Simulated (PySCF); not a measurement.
SMILES O(COc1ccc(cc1)C=C)C, GFN2-xTB optimised geometry.

```
24

C      4.48    -1.27    -0.03
C      3.74    -0.17     0.01
C      2.28    -0.11     0.00
C      1.46    -1.24    -0.02
C      0.09    -1.12    -0.02
C     -0.52     0.14     0.00
O     -1.88     0.14     0.00
C     -2.56     1.37     0.00
O     -3.92     1.15    -0.12
C     -4.50     0.49     0.99
C      0.28     1.27     0.03
C      1.66     1.14     0.03
H      5.56    -1.21    -0.02
H      4.07    -2.26    -0.06
H      4.23     0.79     0.04
H      1.90    -2.22    -0.04
H     -0.54    -1.99    -0.05
H     -2.28     1.97    -0.87
H     -2.33     1.92     0.93
H     -4.35     1.07     1.91
H     -4.07    -0.51     1.12
H     -5.56     0.41     0.77
H     -0.15     2.26     0.05
H      2.27     2.04     0.05
```

Density from PBE0/def2-SVP run with PySCF 2.14.0 at that geometry.

Minimum of the electron density along straight lines between bonded atoms, close to the bond critical point (lines longer than 1.1 times the sum of covalent radii, or with two minima, are not listed):

```tsv
bond	length / Å	ρ at the minimum / e bohr⁻³	∇²ρ there / e bohr⁻⁵	position (fraction from the first atom)
C1–C2	1.328	0.341	(withheld)	0.50
C2–C3	1.456	0.275	-0.67	0.50
C3–C4	1.398	0.305	-0.77	0.50
C4–C5	1.375	0.315	-0.81	0.50
C5–C6	1.396	0.310	-0.81	0.48
C6–O7	1.363	0.281	(withheld)	0.33
O7–C8	1.409	0.260	-0.46	0.66
C8–O9	1.378	0.287	(withheld)	0.34
O9–C10	1.416	0.254	-0.41	0.66
C6–C11	1.390	0.310	-0.79	0.52
C3–C12	1.394	0.308	-0.78	0.50
C11–C12	1.383	0.311	-0.79	0.50
C1–H13	1.076	0.283	-1.08	0.63
C1–H14	1.076	0.283	-1.08	0.63
C2–H15	1.084	0.282	-1.06	0.63
C4–H16	1.079	0.285	-1.09	0.63
C5–H17	1.079	0.283	-1.08	0.63
C8–H18	1.099	0.286	-1.13	0.64
C8–H19	1.110	0.279	-1.04	0.64
C10–H20	1.096	0.278	-1.03	0.63
C10–H21	1.093	0.282	-1.08	0.64
C10–H22	1.087	0.285	-1.10	0.64
C11–H23	1.079	0.282	-1.06	0.63
C12–H24	1.081	0.283	-1.07	0.63
```

Question: What belongs in the gaps?

Answer: 
- C1–C2, ∇²ρ there / e bohr⁻⁵: -0.91
- C6–O7, ∇²ρ there / e bohr⁻⁵: -0.27
- C8–O9, ∇²ρ there / e bohr⁻⁵: -0.56
